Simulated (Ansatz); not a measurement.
Nb3O5. The state is a doublet with charge 0. Geometry relaxed at PBE0-D4/def2-SVP.

```xyz
8

Nb   -1.1066   -0.9130   -0.6626
Nb    0.4214    1.4631   -0.7175
Nb    1.7654   -0.6917    0.3292
O     0.0012    2.4913    0.5545
O     1.7268   -0.2130    1.9430
O     0.4253   -1.9725   -0.1863
O    -0.9542    0.5993   -1.8159
O    -2.2794   -0.7635    0.5557
```

In the def2 sets Nb takes a core potential; there is no spin–orbit coupling. The structure comes from a short search, and lower isomers may exist.

Task: Estimate the harmonic wavenumbers at UKS PBE0-D4/def2-SVP (Ansatz, unscaled). Is this a minimum?

Result: 64, 98, 119, 142, 150, 173, 179, 209, 263, 276, 290, 529, 626, 647, 693, 1019, 1030, 1047 cm⁻¹. Yes, no mode is imaginary beyond noise. Zero-point energy 45.2 kJ/mol. Hardware: 2 threads of AMD EPYC 7R13 on a shared host. Wall time 9.1 min, peak host memory 0.92 GiB.
